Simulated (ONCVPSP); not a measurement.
osmium, ONCV: configuration errors across variants

Os (Z = 76), optimised norm-conserving Vanderbilt (ONCV), made with ONCVPSP 4.0.1 (PBE, scalar-relativistic). Core [Kr] 4d10 4f14, reference 5s2 5p6 5d5 (charge +3). Waves: 5s: rc 1.70 bohr, ncon 4, nbas 9, qcut 5.8 1/bohr, 3 projectors, debl 0.4 Ha; 5p: rc 1.10 bohr, ncon 4, nbas 8, qcut 8.4 1/bohr, 2 projectors, debl 2.1 Ha; 5d: rc 2.35 bohr, ncon 3, nbas 7, qcut 7 1/bohr, 2 projectors, debl 0.3 Ha; f scattering state at 0.39 Ha: rc 2.30 bohr, ncon 5, nbas 9, qcut 5.4 1/bohr, 1 projector. Local part: polynomial inside 0.80 bohr (lpopt 5, dvloc0 3 Ha). Core correction: none.

In the s channel the program set the typed energies aside and used -4.492, 0.050, 0.450 Ha. In the p channel the program set the typed energies aside and used -2.987, 0.250 Ha. In the d channel the program set the typed energies aside and used -1.286, 0.250 Ha.

All-electron excitation energies from the reference (eV): (1) 5s2 5p6 5d6 6s2 -55.339; (2) 5s2 5p6 5d6 6s1 -45.762; (3) 5s2 5p6 5d6 -28.847; (4) 5s2 5p6 5d6 6p1 -39.617.

A true bound ghost makes a file unfit for plane-wave use even where its test errors are small: the radial tests pick states by their node count and pass the ghost by.

Errors AE − PS in meV (a dash: test not solved or not reliable):

| change | (1) | (2) | (3) | (4) | bound ghosts | GHOST(+) flags above zero |
| --- | --- | --- | --- | --- | --- | --- |
| base | +20 | +16 | +9.8 | +15 | s, d | p |
| p: qcut 11.2 | +20 | +16 | +9.9 | +15 | s, d | p |
| local potential polynomial inside 0.80 bohr (lpopt 5, dvloc0 7.5 Ha) | +24 | +20 | +13 | +18 | s, d | s, p |

Problem. Give the same row for: d: rc 1.64.

Solution. +23, +15, +3.3, +12; bound ghosts: s; GHOST(+) flags above zero: p.
